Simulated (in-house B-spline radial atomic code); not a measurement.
Solving the quasi-particle equation for 2p of the argon ion Ar⁸⁺

Configuration [He] 2s2 2p6, start PBE0. Computed with a B-spline radial code for spherical atoms: all electrons, non-relativistic, point nucleus, each spin shell either full or empty, empty states to l = 9 with an (l + 1/2)⁻⁴ tail; G0W0 by contour deformation at full frequency.

At the mean-field level ε = -402.726 eV the matrix elements are Σx = -96.841 eV, v_xc = -74.811 eV and Σc(ε) = 1.614 eV, and the slope of the correlation self-energy is dΣc/dω = -0.0138. The quasi-particle energy solves E = ε + Σx − v_xc + Σc(E).

(1) What does the linearised equation give?

(2) How does that compare with the full solution and with static screening?

Results:

(1) Z = 1/(1 − dΣc/dω) = 1/1.0138 = 0.9864. The first-order shift is Σx − v_xc + Σc(ε) = -96.841 − (-74.811) + (1.614) = -20.416 eV, so E ≈ ε + Z × shift = -402.726 + 0.9864 × (-20.416) = -422.864 eV.

(2) Solving the equation at full frequency dependence gives E = -422.853 eV, where Σc = 1.903 eV and the weight is 0.985; the linearised value is off by 12 meV. Leaving Z out would give -423.142 eV. Static COHSEX puts -2.373 eV in place of Σc and gives -427.129 eV, 4.28 eV deeper.
